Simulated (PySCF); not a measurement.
## Bond length, frequency and bond energy of SrS by level of theory

State: ¹Σ⁺ (singlet), closed shell. Set-up: PySCF, scalar-relativistic core potentials, basis sets Sr def2-SVPD with ECP28, S def2-SVPD. De refers to Sr + S in their high-spin ground configurations, without counterpoise correction. A positive dipole means Sr(−)S(+).

```json
{"Level": "RHF", "Re (Å)": "2.501", "ωe (cm⁻¹)": "402", "De (eV)": "1.47", "μ (D)": "-14.01", "CPU s a point (SCF and correlation, without the integrals)": "0.093"}
{"Level": "RHF-MP2", "Re (Å)": "2.514", "ωe (cm⁻¹)": "365", "De (eV)": "3.08", "μ (D)": "n/a", "CPU s a point (SCF and correlation, without the integrals)": "0.14"}
{"Level": "RHF-SCS-MP2", "Re (Å)": "2.517", "ωe (cm⁻¹)": "365", "De (eV)": "2.88", "μ (D)": "n/a", "CPU s a point (SCF and correlation, without the integrals)": "n/a"}
{"Level": "RHF-CCSD", "Re (Å)": "2.514", "ωe (cm⁻¹)": "374", "De (eV)": "2.62", "μ (D)": "n/a", "CPU s a point (SCF and correlation, without the integrals)": "n/a"}
{"Level": "RHF-CCSD(T)", "Re (Å)": "2.537", "ωe (cm⁻¹)": "350", "De (eV)": "2.87", "μ (D)": "n/a", "CPU s a point (SCF and correlation, without the integrals)": "2.3"}
{"Level": "PBE", "Re (Å)": "2.475", "ωe (cm⁻¹)": "384", "De (eV)": "3.85", "μ (D)": "-9.97", "CPU s a point (SCF and correlation, without the integrals)": "0.68"}
{"Level": "r²SCAN", "Re (Å)": "2.468", "ωe (cm⁻¹)": "397", "De (eV)": "3.94", "μ (D)": "-10.79", "CPU s a point (SCF and correlation, without the integrals)": "1"}
{"Level": "TPSSh", "Re (Å)": "2.472", "ωe (cm⁻¹)": "396", "De (eV)": "3.81", "μ (D)": "-10.86", "CPU s a point (SCF and correlation, without the integrals)": "1.1"}
{"Level": "PBE0", "Re (Å)": "2.460", "ωe (cm⁻¹)": "401", "De (eV)": "3.57", "μ (D)": "-11.08", "CPU s a point (SCF and correlation, without the integrals)": "1.2"}
{"Level": "MN15", "Re (Å)": "2.453", "ωe (cm⁻¹)": "401", "De (eV)": "3.13", "μ (D)": "-11.49", "CPU s a point (SCF and correlation, without the integrals)": "1.2"}
{"Level": "M06-2X", "Re (Å)": "2.462", "ωe (cm⁻¹)": "402", "De (eV)": "3.23", "μ (D)": "-11.67", "CPU s a point (SCF and correlation, without the integrals)": "1.1"}
{"Level": "CAM-B3LYP", "Re (Å)": "2.467", "ωe (cm⁻¹)": "401", "De (eV)": "3.18", "μ (D)": "-11.74", "CPU s a point (SCF and correlation, without the integrals)": "1.1"}
```

Question: Which functional lies closest to RHF-CCSD(T) in De, which farthest, and by how much do they differ from it?

Answer: Closest is MN15 (-8.4 pm in Re, +14.6 % in ωe, +0.26 eV in De against RHF-CCSD(T) in the same basis), farthest r²SCAN (-6.9 pm in Re, +13.4 % in ωe, +1.07 eV in De). CCSD(T) converges more slowly with the basis than the functionals do and binds too weakly in this one, so the order can change at the basis-set limit.

Question: What does a quarter of exact exchange do here, going from PBE to PBE0?

Answer: PBE0 less PBE: -1.5 pm in Re, +4.4 % in ωe, -0.28 eV in De. Exact exchange removes part of the self-interaction that spreads semilocal densities, and in most molecules shortens and stiffens the bond and lowers De; so it does here.

Question: What does the step from GGA to meta-GGA do here, going from PBE to r²SCAN?

Answer: r²SCAN less PBE: -0.7 pm in Re, +3.4 % in ωe, +0.09 eV in De. 

Measured (Huber and Herzberg, Constants of Diatomic Molecules (1979)): Re = 2.4405 Å, ωe = 388.38 cm⁻¹.

Correlated steps freeze 5 core orbitals. Correlated levels converge slowly with the basis: in double zeta they bind strong bonds too weakly, by up to about 1 eV, and carry superposition errors of some tenths. Where the molecule has an RHF reference, its open-shell atoms are computed with UHF. The CCSD T1 diagnostic is raised, a sign that a single reference may not be enough here.

The whole job (state search and all levels along the bond) took about 2.5 min on 1 thread of Arm Neoverse V1 (shared host), peak memory 0.65 GiB.
